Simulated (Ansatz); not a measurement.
`C#CBN` + `OC[SiH2]F` → `NBOC[SiH2]F` + acetylene  (ligand exchange at a B–C bond)

Computed with Ansatz on PBE0-D4/def2-TZVP structures; ΔE is electronic, products minus reactants. CCSD(T)/CBS is the MP2 limit (def2-TZVPP, def2-QZVPP) plus CCSD(T) − MP2 in def2-TZVPP, frozen cores. This one scheme is used for every species. Functionals use def2-TZVPP. B3LYP here is the variant with VWN-RPA as its local correlation; programs differ in this. Each species was taken in one conformer, which may not be the lowest.

(1) Is it downhill or uphill in electronic energy at CCSD(T)/CBS, and by how much? (Best estimate.)

(2) What do these levels give: PBE-D4, r2SCAN-D4, PBE0-D4, B3LYP-D4, B2PLYP, r2SCAN, PBE0, HF/def2-TZVPP, CCSD/def2-TZVPP, HF/def2-QZVPP, SCS-MP2/def2-QZVPP, MP2/CBS(def2)? (Estimate.)

Largest T1 diagnostic among the species: 0.014.

Answers

(1) Ansatz gave: Downhill: ΔE = -67.6 kJ/mol.

(2) Ansatz gave: PBE-D4 -53.5, r2SCAN-D4 -60.9, PBE0-D4 -58.5, B3LYP-D4 -64.4, B2PLYP -64.8, r2SCAN -60.1, PBE0 -56.5, HF/def2-TZVPP -73.5, CCSD/def2-TZVPP -69.4, HF/def2-QZVPP -74.1, SCS-MP2/def2-QZVPP -67.5, MP2/CBS(def2) -66.6 kJ/mol.

From PBE to PBE0 (25 % exact exchange), in def2-TZVPP and without D4, ΔE moves by −5.1 kJ/mol. In def2-TZVPP, CCSD(T) changes the Hartree–Fock value by +5.4 kJ/mol (the triples alone add +1.2 kJ/mol) and MP2 by +6.4 kJ/mol.
